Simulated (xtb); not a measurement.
xtb input (GFN1-xTB):

```bash
xtb mol.xyz --gfn 1 --sp --chrg -1 --uhf 0
```
mol.xyz:
```
11

B      0.12442684     0.01987633    -0.01343420
C      1.52345004    -0.15725571    -0.39101501
C     -0.94796326    -1.19059009     0.02771212
N     -0.46763703     1.33052993     0.41497089
H      1.95498812    -1.13133466    -0.62248824
H      2.25323433     0.65605660    -0.43099906
H     -1.80268125    -1.01098647    -0.64432371
H     -0.49991074    -2.14372736    -0.27072300
H     -1.37852750    -1.32565492     1.03085103
H      0.09186783     2.13657109     0.16681144
H     -1.42056637     1.49305942     0.11306365
```

End of the output:

```
         :::::::::::::::::::::::::::::::::::::::::::::::::::::
         ::                     SUMMARY                     ::
         :::::::::::::::::::::::::::::::::::::::::::::::::::::
         :: total energy             -12.836921016269 Eh    ::
         :: gradient norm              0.029168141218 Eh/a0 ::
         :: HOMO-LUMO gap              4.999074898398 eV    ::
         ::.................................................::
         :: SCC energy               -13.004803533333 Eh    ::
         :: -> electrostatic           0.151023663304 Eh    ::
         :: repulsion energy           0.170794387069 Eh    ::
         :: dispersion energy         -0.002911870005 Eh    ::
         :: halogen bond corr.         0.000000000000 Eh    ::
         :: add. restraining           0.000000000000 Eh    ::
         :: total charge              -1.000000000000 e     ::
         :::::::::::::::::::::::::::::::::::::::::::::::::::::

           -------------------------------------------------
          |                Property Printout                |
           -------------------------------------------------

    * Orbital Energies and Occupations

         #    Occupation            Energy/Eh            Energy/eV
      -------------------------------------------------------------
         1        2.0000           -0.5159670             -14.0402
         2        2.0000           -0.4066525             -11.0656
         3        2.0000           -0.3429535              -9.3322
         4        2.0000           -0.3251151              -8.8468
         5        2.0000           -0.3130715              -8.5191
         6        2.0000           -0.3009904              -8.1904
         7        2.0000           -0.2997553              -8.1568
         8        2.0000           -0.2564163              -6.9774
         9        2.0000           -0.2343218              -6.3762
        10        2.0000           -0.2066136              -5.6222
        11        2.0000           -0.1883322              -5.1248
        12        2.0000           -0.1097572              -2.9866 (HOMO)
        13                          0.0739555               2.0124 (LUMO)
        14                          0.0812335               2.2105
        15                          0.0984567               2.6791
        16                          0.1303924               3.5482
Note: The following floating-point exceptions are signalling: IEEE_DENORMAL
normal termination of xtb
        17                          0.1434261               3.9028
        18                          0.1535214               4.1775
        19                          0.1602502               4.3606
        20                          0.2004167               5.4536
        21                          0.3712995              10.1036
        22                          0.3910179              10.6401
        23                          0.4534080              12.3379
       ...                                ...                  ...
        30                          0.8591258              23.3780
      -------------------------------------------------------------
                  HL-Gap            0.1837126 Eh            4.9991 eV
             Fermi-level           -0.0179009 Eh           -0.4871 eV

  Mulliken/CM5 charges         n(s)   n(p)   n(d)
     1B     0.11448 -0.07090   0.946  1.939  0.000
     2C    -0.48492 -0.49808   1.027  3.458  0.000
     3C    -0.17313 -0.25695   1.025  3.148  0.000
     4N    -0.57440 -0.95643   1.455  4.119  0.000
     5H    -0.03845  0.01743   1.038  0.000  0.000
     6H    -0.03930  0.01687   1.039  0.000  0.000
     7H    -0.03413  0.02101   1.034  0.000  0.000
     8H    -0.02312  0.03212   1.023  0.000  0.000
     9H    -0.02858  0.02694   1.029  0.000  0.000
    10H     0.14501  0.33850   0.855  0.000  0.000
    11H     0.13654  0.32950   0.863  0.000  0.000

Wiberg/Mayer (AO) data.
largest (>0.10) Wiberg bond orders for each atom

 ---------------------------------------------------------------------------
     #   Z sym  total        # sym  WBO       # sym  WBO       # sym  WBO
 ---------------------------------------------------------------------------
     1   5 B    3.587 --     2 C    1.676     4 N    0.953     3 C    0.925
     2   6 C    3.750 --     1 B    1.676     5 H    0.983     6 H    0.982
     3   6 C    3.921 --     8 H    0.989     9 H    0.984     7 H    0.984
                             1 B    0.925
     4   7 N    2.969 --    11 H    0.967    10 H    0.967     1 B    0.953
     5   1 H    1.006 --     2 C    0.983
     6   1 H    1.005 --     2 C    0.982
     7   1 H    1.012 --     3 C    0.984
     8   1 H    1.012 --     3 C    0.989
     9   1 H    1.012 --     3 C    0.984
    10   1 H    0.993 --     4 N    0.967
    11   1 H    0.994 --     4 N    0.967
 ---------------------------------------------------------------------------

Topologies differ in total number of bonds
Writing topology from bond orders to xtbtopo.mol

 dipole moment from electron density (au)
     X       Y       Z
  -1.2984   0.4241  -0.1727  total (Debye):    3.499

           -------------------------------------------------
          | TOTAL ENERGY              -12.836921016269 Eh   |
          | GRADIENT NORM               0.029168141218 Eh/α |
          | HOMO-LUMO GAP               4.999074898398 eV   |
           -------------------------------------------------

------------------------------------------------------------------------
------------------------------------------------------------------------
 total:
 SCF:
```

It need not be the lowest isomer of its formula. Whether it binds its extra electron was not tested at this geometry.
